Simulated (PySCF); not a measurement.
Heteronuclear NMR

Atom-mapped SMILES (the numbers label the heavy atoms): `[O:1]=[C:2]([F:3])[C:4]([F:5])([F:6])[F:7]`.

Equivalent nuclei averaged, non-relativistic Hamiltonian, one computed conformer, isolated molecule. PBE/pcSseg-2 with gauge-including orbitals; B3LYP/pcJ-1 coupling constants; geometry: PBE0-D3(BJ)/def2-SVP; PySCF.

Q: What are the 19F shifts?

A: 
```
   atoms              environment  σ (ppm)  δ (ppm)
      F3     fluorine bonded to C    131.0     10.9
F5/F6/F7  fluorine of a CF3 group    242.7    -75.1
```

Shieldings were converted by a linear fit to measured shifts: 19F: δ = 129.84 − 0.908σ +15.4 on sp3 carbon (rms 2.5 ppm, 13 shifts, 7.0 ppm with the 2 outliers that the fit left out vs CFCl3, solution or neat liquid). A few per cent of atoms miss by over 2 rms, more outside the fitted compound classes. Couplings are scaled by factors fitted to measured values: 1J(C,F) × 0.77 (rms 7.3 Hz), 2J(C,F) × 1.09 (rms 1.9 Hz, 5.0 with 1 outliers); all others are unscaled and can be 10–30 % off.

Couplings (the largest are listed; each averaged over equivalent pairs): 1J(C2,F3) = -348.5 Hz, 1J(C4,F5) = -275.6 Hz, 2J(F3,C4) = 106.5 Hz, 2J(O1,F3) = 72.5 Hz, 2J(F5,F6) = 67.6 Hz, 2J(C2,F5) = 58.7 Hz, 3J(F3,F5) = 5.1 Hz.

On a 300 MHz spectrometer 19F resonates near 282.3 MHz, so 1 ppm is 282.3 Hz.
